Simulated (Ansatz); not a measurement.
Cost and result up the ladder for Pd₄H₃ (7 atoms). The state is a doublet with charge 0. Geometry: B3LYP-D4/def2-SVP.

```xyz
7

Pd    1.2684    0.1305   -0.9341
Pd   -1.1826    0.2021   -0.1766
Pd    0.5748   -1.1846    1.2765
Pd    0.6789    1.4005    1.6052
H     0.9684   -1.1673   -1.6563
H    -0.8378    1.5638    1.0645
H    -1.4700   -0.9450   -1.1794
```

Ansatz on 4 threads of Intel Xeon Platinum 8259CL on a shared host. Times are rough, and most runs start from the orbitals of an earlier one. PBE0-D4/def2-TZVP serves as the yardstick here, not as an exact answer. Differences are given only for rows in sets of like size (and for xTB, whose basis is part of the method), since another set adds its own error. Binding counts from free atoms at the same level (Pd singlet, H doublet; other spins of the atoms weren't run), without zero-point energy or a counterpoise term.

In the def2 sets Pd takes a core potential; there is no spin–orbit coupling. B3LYP takes the VWN-RPA correlation. No other spin state of charge 0 was run. Another isomer (doublet) lies 0.73 eV lower at PBE0-D4/def2-TZVP; other spin states weren't run for this one.

Run but left out: HF/STO-3G, MP2/def2-TZVP (⟨S²⟩ 1.92 to 4.83, where a pure state has 0.75).

| level | functions | wall time |
| --- | --- | --- |
| LDA (SPW92)/def2-TZVP | 178 | 2.9 s |
| PBE-D4/def2-SVP | 139 | 4.6 s |
| PBE-D4/def2-TZVP (with forces) | 178 | 6.5 s |
| PBE0-D4/def2-SVP | 139 | 7.5 s |
| B3LYP-D4/def2-TZVP | 178 | 9.5 s |
| PBE0-D4/def2-TZVP | 178 | 11 s |
| r2SCAN-D4/def2-TZVP | 178 | 11 s |
| BHLYP-D4/def2-TZVP | 178 | 25 s |

(1) Estimate what each level gives for the binding energy per atom (eV).

Answers

(1) 
```json
{"level": "LDA (SPW92)/def2-TZVP", "binding energy per atom (eV)": "2.57", "difference from PBE0-D4/def2-TZVP (eV)": "0.73"}
{"level": "PBE-D4/def2-SVP", "binding energy per atom (eV)": "2.12", "difference from PBE0-D4/def2-TZVP (eV)": "–"}
{"level": "PBE-D4/def2-TZVP (with forces)", "binding energy per atom (eV)": "2.14", "difference from PBE0-D4/def2-TZVP (eV)": "0.30"}
{"level": "PBE0-D4/def2-SVP", "binding energy per atom (eV)": "1.83", "difference from PBE0-D4/def2-TZVP (eV)": "–"}
{"level": "B3LYP-D4/def2-TZVP", "binding energy per atom (eV)": "1.87", "difference from PBE0-D4/def2-TZVP (eV)": "0.03"}
{"level": "PBE0-D4/def2-TZVP", "binding energy per atom (eV)": "1.84", "difference from PBE0-D4/def2-TZVP (eV)": "0.00"}
{"level": "r2SCAN-D4/def2-TZVP", "binding energy per atom (eV)": "2.22", "difference from PBE0-D4/def2-TZVP (eV)": "0.38"}
{"level": "BHLYP-D4/def2-TZVP", "binding energy per atom (eV)": "1.57", "difference from PBE0-D4/def2-TZVP (eV)": "-0.27"}
```
